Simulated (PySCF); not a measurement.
## How methods differ on the ionisation energy of I²⁺

I²⁺ [Kr] 4d10 5s2 5p3 (4S) → I³⁺ [Kr] 4d10 5s2 5p2 (3P), as a difference of total energies. Computed with PySCF 2.14 in dyall-av2z (22s16p12d, 130 functions), with no relativity, point nucleus. Correlated levels: valence: [Kr] 4d10 frozen; virtual orbitals above 40 to 60 times the deepest correlated orbital energy dropped. The calculations carry no spin-orbit coupling.

| method | ionisation energy (eV) |
| --- | --- |
| UHF | 29.655 |
| MP2 (valence) | 29.982 |
| SCS-MP2 (valence) | 29.868 |
| CCSD (valence) | 29.928 |
| CCSD(T) (valence) | 29.933 |

Task: How much does correlation contribute at CCSD(T) (valence)?

Result: 29.933 − (29.655) = 0.278 eV, measured against UHF.

These non-relativistic numbers lack the scalar-relativistic shift.

The reference lies between the lowest fine-structure levels, while these numbers refer to the centres of the terms.

For comparison: 29.57 ± 0.025 eV (measured; NIST Atomic Spectra Database, ionization energies).
